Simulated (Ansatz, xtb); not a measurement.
**C6H5N: 3 structures ranked**

3 gas-phase structures of C6H5N, from a drawn sample of its isomers (lower ones may exist). Each was relaxed with GFN2-xTB:

A. `C#Cn1cccc1`, a singlet
B. `C#Cc1cc[nH]c1`, a singlet
C. `C#Cc1ccc[nH]1`, a singlet

Make a reasoned guess at their ranking by r2SCAN-D4/def2-SVP single-point energy.

Calculated order at r2SCAN-D4/def2-SVP: C (0.0), B (1.2), A (15.7) kcal/mol.

Energies above the lowest of each column, in kcal/mol; the last columns are at B3LYP-D3(BJ)/def2-SVP geometries:

```csv
structure,GFN2-xTB,HF/STO-3G,r2SCAN-D4/def2-SVP,B3LYP-D3(BJ)/def2-SVP,CCSD(T)/def2-SVP + ΔMP2/def2-TZVPP
C,0.7,0.0,0.0,0.0,0.0
B,1.9,0.1,1.2,1.0,0.3
A,0.0,9.8,15.7,14.1,14.2
```

CCSD(T)/def2-SVP + ΔMP2/def2-TZVPP puts C lowest, with B within 1 kcal/mol; GFN2-xTB picks A. ΔMP2 is the change of the MP2 energy from the smaller to the larger basis.

Programs: Ansatz 0.2.0, xtb 6.7.1.
